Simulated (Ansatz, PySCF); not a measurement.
CH4O4, SMILES OC(O)(O)O. Atoms are numbered in the order given.

```xyz
9

O     -0.3666    -1.1032    -0.7554
C      0.0000     0.0000     0.0000
O     -1.1032     0.3666     0.7554
O      1.1032    -0.3666     0.7554
O      0.3666     1.1032    -0.7554
H     -1.2526    -0.9272    -1.1026
H     -0.9272     1.2526     1.1026
H      0.9272    -1.2526     1.1026
H      1.2526     0.9272    -1.1026
```

Geometry optimised at B3LYP-D3(BJ)/def2-SVP. The values are those of a single conformer.

Two levels are set side by side: PBE-D3(BJ)/def2-SVP (Ansatz, a first-principles code) and B3LYP-D3(BJ)/def2-SVP (Ansatz). Each level has its own optimised geometry; the coordinates shown are those of the second. Frequencies come from the Hessian of PySCF at each geometry. Differences are taken from unrounded values.

```tsv
quantity	B3LYP-D3(BJ)
mean bond length (Å)	1.177
bond O1–C2 (Å)	1.386
bond C2–O3 (Å)	1.386
bond C2–O4 (Å)	1.386
bond C2–O5 (Å)	1.386
bond O1–H6 (Å)	0.968
bond O3–H7 (Å)	0.968
bond O4–H8 (Å)	0.968
bond O5–H9 (Å)	0.968
highest harmonic wavenumber (cm⁻¹)	3820
mean harmonic wavenumber (cm⁻¹)	1377
zero-point energy (kcal/mol)	41.35
```

Problem. What does PBE-D3(BJ) give, and how far is it from B3LYP-D3(BJ)? (Estimate from the structure and the level; the computed values follow.)

Solution. 
```json
[
 {"quantity": "mean bond length (Å)", "PBE-D3(BJ)": "1.186", "PBE-D3(BJ) minus B3LYP-D3(BJ)": "0.009"},
 {"quantity": "bond O1–C2 (Å)", "PBE-D3(BJ)": "1.395", "PBE-D3(BJ) minus B3LYP-D3(BJ)": "0.009"},
 {"quantity": "bond C2–O3 (Å)", "PBE-D3(BJ)": "1.395", "PBE-D3(BJ) minus B3LYP-D3(BJ)": "0.009"},
 {"quantity": "bond C2–O4 (Å)", "PBE-D3(BJ)": "1.395", "PBE-D3(BJ) minus B3LYP-D3(BJ)": "0.009"},
 {"quantity": "bond C2–O5 (Å)", "PBE-D3(BJ)": "1.395", "PBE-D3(BJ) minus B3LYP-D3(BJ)": "0.009"},
 {"quantity": "bond O1–H6 (Å)", "PBE-D3(BJ)": "0.976", "PBE-D3(BJ) minus B3LYP-D3(BJ)": "0.009"},
 {"quantity": "bond O3–H7 (Å)", "PBE-D3(BJ)": "0.976", "PBE-D3(BJ) minus B3LYP-D3(BJ)": "0.009"},
 {"quantity": "bond O4–H8 (Å)", "PBE-D3(BJ)": "0.976", "PBE-D3(BJ) minus B3LYP-D3(BJ)": "0.009"},
 {"quantity": "bond O5–H9 (Å)", "PBE-D3(BJ)": "0.976", "PBE-D3(BJ) minus B3LYP-D3(BJ)": "0.009"},
 {"quantity": "highest harmonic wavenumber (cm⁻¹)", "PBE-D3(BJ)": "3709", "PBE-D3(BJ) minus B3LYP-D3(BJ)": "-111"},
 {"quantity": "mean harmonic wavenumber (cm⁻¹)", "PBE-D3(BJ)": "1334", "PBE-D3(BJ) minus B3LYP-D3(BJ)": "-43"},
 {"quantity": "zero-point energy (kcal/mol)", "PBE-D3(BJ)": "40.05", "PBE-D3(BJ) minus B3LYP-D3(BJ)": "-1.30"}
]
```

GGA bonds tend to be longer and softer than those of functionals with exact exchange. Differences between two approximate levels are no errors against the true value.
